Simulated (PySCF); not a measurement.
## UHF on Mn⁺ (manganese, charge +1)

Configuration: [Ar] 3d5 4s1, high-spin 7S determinant. Calculation: PySCF 2.14, in cc-pVDZ-DK; the spin-free X2C one-electron Hamiltonian (Gaussian nucleus).

```
Total energy                        : -1157.160677 hartree
One-electron energy                 : -1587.8339 hartree
Hartree (Coulomb) energy            : 482.0529 hartree
Exchange energy                     : -51.3797 hartree
⟨S²⟩                                : 12.0002
⟨L²⟩                                : 0.000
Sum of ⟨r⟩                          : 17.87 bohr
Sum of ⟨r²⟩                         : 25.84 bohr²
Langevin diamagnetic susceptibility : -20.5 ×10⁻⁶ cm³/mol
Time after the integrals            : 0.26 s of wall time on 1 thread of Intel(R) Xeon(R) Platinum 8488C (shared host)
```

| shell | electrons | mean orbital energy (eV) | rms radius, mean of both spins (bohr) |
| --- | --- | --- | --- |
| 1s α | 1 | -6606.3 | 0.0703 |
| 1s β | 1 | -6606.1 | 0.0703 |
| 2s α | 1 | -813.28 | 0.302 |
| 2s β | 1 | -809.57 | 0.302 |
| 2p α | 3 | -686.89 | 0.273 |
| 2p β | 3 | -683.26 | 0.273 |
| 3s α | 1 | -119.32 | 0.916 |
| 3s β | 1 | -107.92 | 0.916 |
| 3p α | 3 | -82.574 | 0.988 |
| 3p β | 3 | -69.031 | 0.988 |
| 3d α | 5 | -25.195 | 1.28 |
| 4s α | 1 | -14.994 | 3.08 |

Densities and radii are taken from the X2C orbitals without a picture-change correction, which distorts them close to the nucleus.
